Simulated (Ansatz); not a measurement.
**A relaxation, step by step**

Si$_{4}$H$_{10}$O$_{3}$F$_{2}$, singlet, PBE0-D4/def2-TZVP (Ansatz 0.2.0). Settings:

```yaml
hamiltonian: {xc: pbe0, dispersion: d4}
relax: {f_tol: 0.005, max_steps: 200}
```

Start, a step off a saddle point along its unstable mode:

| atom | x (Å) | y (Å) | z (Å) |
| --- | --- | --- | --- |
| Si1 | -0.2076 | 0.0678 | 0.1641 |
| O2 | 0.5290 | -1.0766 | -1.0461 |
| Si3 | 2.1068 | -1.5925 | -1.4611 |
| O4 | -0.4670 | 1.5899 | -0.3281 |
| Si5 | 0.2355 | 3.0630 | -0.3301 |
| O6 | -0.6993 | -0.5230 | 1.5934 |
| Si7 | -2.1331 | -1.1945 | 2.0227 |
| F8 | 1.3688 | 0.3015 | 0.6572 |
| H9 | -0.2673 | -1.2745 | -1.3958 |
| F10 | -1.5294 | -0.4831 | -0.6477 |
| H11 | 2.6888 | -2.2697 | -0.2925 |
| H12 | 1.8534 | -2.5205 | -2.5797 |
| H13 | 2.8702 | -0.4064 | -1.8832 |
| H14 | 1.4696 | 3.0447 | -1.1579 |
| H15 | -0.7502 | 3.9912 | -0.9342 |
| H16 | 0.5648 | 3.5009 | 1.0476 |
| H17 | -2.2797 | -2.5452 | 1.4202 |
| H18 | -3.2872 | -0.3429 | 1.6538 |
| H19 | -2.0660 | -1.3301 | 3.4975 |

```
step  energy less the last (meV)  largest force component (eV/Å)
   1                       483.2                           4.696
   2                       184.0                           0.873
   3                       100.5                           0.760
   4                        53.1                           0.751
   5                        18.7                           0.505
   6                         8.8                           0.207
   7                         4.4                           0.227
   8                         2.0                           0.064
   9                         0.9                           0.073
  10                         0.5                           0.027
  11                         0.4                           0.018
  12                         0.2                           0.018
  13                         0.2                           0.012
  14                         0.1                           0.011
  15                         0.1                           0.012
  16                         0.0                           0.011
  17                         0.0                           0.007
  18                         0.0                           0.012
  19                         0.0                           0.010
  20                         0.0                           0.004
```

Step 7, positions (Å) and forces (eV/Å):

| atom | x | y | z | Fx | Fy | Fz |
| --- | --- | --- | --- | --- | --- | --- |
| Si1 | -0.357 | 0.020 | -0.005 | -0.161 | 0.150 | 0.227 |
| O2 | 0.418 | -1.131 | -1.232 | 0.060 | -0.107 | -0.128 |
| Si3 | 2.115 | -1.416 | -1.343 | 0.039 | 0.040 | 0.039 |
| O4 | -0.562 | 1.583 | -0.404 | 0.011 | 0.008 | -0.056 |
| Si5 | 0.297 | 2.977 | -0.316 | -0.020 | -0.041 | 0.011 |
| O6 | -0.758 | -0.515 | 1.481 | -0.013 | -0.039 | 0.017 |
| Si7 | -2.119 | -1.159 | 2.140 | 0.043 | 0.021 | -0.044 |
| F8 | 1.269 | 0.177 | 0.388 | 0.057 | -0.047 | -0.073 |
| H9 | -0.207 | -1.570 | -1.820 | -0.014 | 0.038 | 0.044 |
| F10 | -1.739 | -0.502 | -0.750 | 0.029 | -0.030 | -0.068 |
| H11 | 2.602 | -2.050 | -0.109 | -0.005 | -0.004 | 0.007 |
| H12 | 2.158 | -2.390 | -2.465 | -0.028 | 0.006 | 0.004 |
| H13 | 2.807 | -0.176 | -1.730 | -0.003 | 0.003 | -0.003 |
| H14 | 1.534 | 2.881 | -1.135 | 0.010 | 0.002 | -0.006 |
| H15 | -0.561 | 4.058 | -0.860 | 0.003 | 0.006 | 0.001 |
| H16 | 0.663 | 3.295 | 1.087 | 0.006 | 0.001 | 0.004 |
| H17 | -2.397 | -2.494 | 1.548 | -0.010 | -0.005 | 0.009 |
| H18 | -3.292 | -0.274 | 1.932 | -0.004 | -0.001 | 0.009 |
| H19 | -1.869 | -1.316 | 3.594 | 0.001 | 0.000 | 0.006 |

Last step (20):

```tsv
atom	x (Å)	y (Å)	z (Å)
Si1	-0.3791	0.0064	-0.0192
O2	0.4259	-1.1446	-1.2459
Si3	2.1313	-1.3795	-1.3352
O4	-0.5835	1.5652	-0.4341
Si5	0.3032	2.9416	-0.3172
O6	-0.7773	-0.5250	1.4659
Si7	-2.1361	-1.1398	2.1539
F8	1.2519	0.1691	0.3710
H9	-0.1889	-1.5886	-1.8398
F10	-1.7412	-0.5354	-0.7807
H11	2.6250	-2.0081	-0.1004
H12	2.2033	-2.3509	-2.4579
H13	2.7974	-0.1254	-1.7204
H14	1.5089	2.8581	-1.1834
H15	-0.5534	4.0576	-0.7873
H16	0.7236	3.1963	1.0836
H17	-2.4559	-2.4721	1.5778
H18	-3.2949	-0.2312	1.9658
H19	-1.8600	-1.2937	3.6035
```

Hardware: 4 CPU threads of an AMD EPYC 7R13 and a share of one NVIDIA H100, shared host. Wall time 39 s; peak host memory 1.1 GiB.
